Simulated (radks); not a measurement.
Effect of the nuclear size on the nickel ion Ni+, [Ar] 3d9. Method: Dirac Kohn-Sham, LDA (Slater exchange, Perdew-Wang correlation), spin-unpolarised, spherical densities, finite nucleus; open shells fill j = l - 1/2 first; Fermi nuclear charge, rms radius 3.7757 fm; computed with a radial shooting solver on a logarithmic mesh with Libxc functionals. The rms radius is varied about that value; shifts are against it.

| rms radius (fm) | total energy shift (eV) | density at nucleus (e/bohr^3) | 1s1/2 shift (meV) | 2s1/2 shift (meV) | 3s1/2 shift (meV) |
|---|---|---|---|---|---|
| 3.3339 | -0.0346 | 1.961e+04 | -14.7 | -1.38 | -0.207 |
| 3.6096 | -0.0135 | 1.953e+04 | -5.75 | -0.537 | -0.081 |
| 3.7757 | 0 | 1.949e+04 | 0.000 | 0.000 | 0.000 |
| 4.1231 | 0.0301 | 1.94e+04 | 12.8 | 1.20 | 0.180 |
| 4.6668 | 0.0823 | 1.929e+04 | 35.0 | 3.27 | 0.492 |

Slopes of the eigenvalues against <r^2> in GHz/fm^2, as finite differences over the two radii next to the reference (eigenvalue slopes, not the field-shift constants of lines): 1s1/2 1130, 2s1/2 106, 3s1/2 15.9.
